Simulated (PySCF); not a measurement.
# Reading the logs of faulty runs: AlBGeH3N

These are calculations, not measurements. The program is PySCF 2.14.0, an open-source quantum chemistry code, run on an isolated molecule that a program drew, which may never have been made. The molecule is AlBGeH3N (charge 0, singlet), drawn as the SMILES string `[Al][N]=[B][GeH3]`.

Each row is a Hartree-Fock (HF) and frozen-core CCSD(T) single point in the cc-pV(D+d)Z basis, meant for a local HF minimum. Run 1 is clean. Each other run has one planted mistake out of seven kinds, and not every kind appears here: one electron removed, one electron added, multiplicity raised by two, geometry at a saddle point, minimal basis STO-3G, one bond length entered in bohr, all coordinates scaled. The reference is restricted for singlets and unrestricted otherwise, and also for a bond in bohr. Adding or removing an electron swaps singlet and doublet. Electrons count all cores. HOMO and LUMO are orbital energies over both spins, the gradient is its largest component, and the lowest frequency (negative if imaginary) is given only where the gradient is small. Bond lengths are over the 6 bonds as drawn. T1 is the CCSD diagnostic: over 0.02 (restricted) or 0.045 (unrestricted) a single reference is doubtful. Germanium has the cc-pVDZ-PP basis, with a core potential (ECP10MDF) in place of its 10 inner electrons, and its 3s, 3p and 3d shells are frozen in CCSD(T).

Geometry of the clean run:
```xyz
7
AlBGeH3N, angstrom
Al   -1.4809    2.9131    2.7108
N    -0.5732    1.5877    1.9018
B     0.0595    0.6631    1.3379
Ge    1.0975   -0.8538    0.4129
H     1.6433   -1.8120    1.4705
H     2.2559   -0.2599   -0.3873
H     0.1595   -1.6092   -0.5274
```

```
run,electrons,basis functions,<S^2>,HOMO (eV),LUMO (eV),gradient (hartree/bohr),lowest frequency (cm^-1),mean bond (Å),longest bond (Å),T1,HF (hartree),CCSD(T) (hartree),mistake
1,60,89,0.000,-8.19,1.53,2.0e-05,75,1.6157,2.058,0.0166,-616.22118,-616.65609,no fault
2,59,89,0.754,-16.02,-6.52,6.5e-02,-,1.6157,2.058,0.0190,-615.95250,-616.34887,one electron removed
3,60,89,0.000,-8.06,1.60,4.0e-02,-,1.5640,1.992,0.0155,-616.21295,-616.64254,all coordinates scaled
4,60,89,0.999,-8.30,0.87,3.2e-03,-,1.9209,3.889,0.0281,-616.11303,-616.52160,one bond length entered in bohr
5,60,89,2.006,-5.87,0.07,9.7e-03,-,1.6157,2.058,0.0199,-616.14675,-616.55397,?
6,61,89,0.838,0.42,6.08,2.1e-02,-,1.6157,2.058,0.0277,-616.18411,-616.63492,?
```

**Which mistake was planted in run 5, and what did it cost?**

Electrons, basis and geometry are unchanged, and <S^2> is 2.006, beside S(S+1) = 2.00 for a multiplicity of 3. So the mistake is: multiplicity raised by two. Subtracting run 1 and multiplying by 627.51 kcal/mol a hartree, the energy moved by 46.7 kcal/mol in HF and 64.1 kcal/mol in CCSD(T).

**Which mistake was planted in run 6, and what did it cost?**

It counts 61 electrons, one more than the clean run, at the same geometry and basis. So the mistake is: one electron added. Subtracting run 1 and multiplying by 627.51 kcal/mol a hartree, the energy moved by 23.3 kcal/mol in HF and 13.3 kcal/mol in CCSD(T).

Cautions from the logs. Run 6: the HOMO is above zero, so the electron isn't bound and the energy depends on the basis.
